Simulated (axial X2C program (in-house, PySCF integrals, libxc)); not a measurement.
## Spin–orbit effects down a group: molecules with Ge, CCSD(T)

Calculated with an in-house relativistic program for diatomic molecules, spin-free (one-electron X2C) or two-component (2c: spin–orbit coupling with atomic mean-field Coulomb and Gaunt terms, which also bring small scalar terms), in Dyall basis sets with cores contracted in-house; open shells are unrestricted.

Basis sets: Br dyall-cv3z, Cl dyall-av3z, F dyall-av3z, Ge dyall-cv3z, I dyall-cv3z. Frozen shells (counts by l): GeF Ge 3s2p1d, F 1s, 11 electrons correlated; GeCl Ge 3s2p1d, Cl 2s1p, 11 electrons correlated; GeBr Br 3s2p1d, Ge 3s2p1d, 11 electrons correlated; GeI I 4s3p2d, Ge 3s2p1d, 11 electrons correlated. Coupled cluster in natural virtuals with an MP2 remainder. Where the outer core of a metal is frozen, bonds come out longer and ionisation energies lower.

| molecule | spin-free state | Re (Å) | ωe (cm⁻¹) | De (eV) | 2c state | Re 2c (Å) | ωe 2c (cm⁻¹) | De 2c (eV) |
| --- | --- | --- | --- | --- | --- | --- | --- | --- |
| GeF | M_S = 1/2, Λ = 1 | 1.758 | 656.5 | 5.23 | Ω = 1/2 | 1.759 | 655.4 | n/a |
| GeCl | M_S = 1/2, Λ = 1 | 2.193 | 395.0 | 3.90 | Ω = 1/2 | 2.194 | 394.3 | n/a |
| GeBr | M_S = 1/2, Λ = 1 | 2.337 | 291.9 | 3.41 | Ω = 1/2 | 2.338 | 291.7 | n/a |
| GeI | M_S = 1/2, Λ = 1 | 2.547 | 239.5 | 2.91 | Ω = 1/2 | 2.548 | 239.1 | n/a |

Work out the shifts from the spin-free to the two-component result.



```json
{"molecule": "GeF", "2c state": "Ω = 1/2", "ΔRe (Å)": "0.001", "Δωe (cm⁻¹)": "-1.1", "ΔDe (eV)": "n/a"}
{"molecule": "GeCl", "2c state": "Ω = 1/2", "ΔRe (Å)": "0.001", "Δωe (cm⁻¹)": "-0.7", "ΔDe (eV)": "n/a"}
{"molecule": "GeBr", "2c state": "Ω = 1/2", "ΔRe (Å)": "0.001", "Δωe (cm⁻¹)": "-0.2", "ΔDe (eV)": "n/a"}
{"molecule": "GeI", "2c state": "Ω = 1/2", "ΔRe (Å)": "0.001", "Δωe (cm⁻¹)": "-0.4", "ΔDe (eV)": "n/a"}
```

Shifts of one unit in the last digit are rounding.

Each entry is the lowest single determinant of a limited PBE0 search at one distance. De goes to single-determinant-based atoms at the same level (for ions the charge split of lowest energy) and is withheld (n/a) where an atom does not fit its ground term or J level. Main or longest-lived isotopes.
